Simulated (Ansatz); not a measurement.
Coupled-cluster diagnostics for B6H⁺, Ansatz.

Geometry of the singlet (PBE0-D4/def2-SVP):

```xyz
7

B     0.070   -0.037    0.054
B     0.344    3.416   -3.112
B    -0.555   -2.356    2.063
B    -0.236   -1.178    1.042
B     0.803    2.280   -1.928
B     0.366    1.111   -0.944
H    -0.793   -3.237    2.825
```

Correlated methods freeze 6 core orbitals. Another isomer (singlet) lies 5.04 eV lower at PBE0-D4/def2-TZVP; other spin states weren't run for this one.

Question: Estimate the CCSD(T) correlation energy, the shares of MP2 and (T), T1 and the reference's ⟨S²⟩ for: charge 1, singlet, own geometry in def2-TZVPP; and the rough time on 4 threads of Arm Neoverse V2 on a shared host.

Answer: 
```tsv
state	basis	correlation (eV)	MP2 share (%)	(T) share (%)	T1	⟨S²⟩ (pure)	wall time	remarks
charge 1, singlet, own geometry	def2-TZVPP	-15.715	76.9	8.9	0.113	0.00 (0.00)	2.1 min	flagged by the program, large T1 (0.113), restricted SCF unstable
```
Customary marks for T1 are 0.02 (closed shells), 0.045 (open shells) and about 0.05 (3d metals). T1 exceeds 0.02 in 1 of 1 rows and 0.045 in 1; the higher it lies, the less the single-reference result can be trusted.
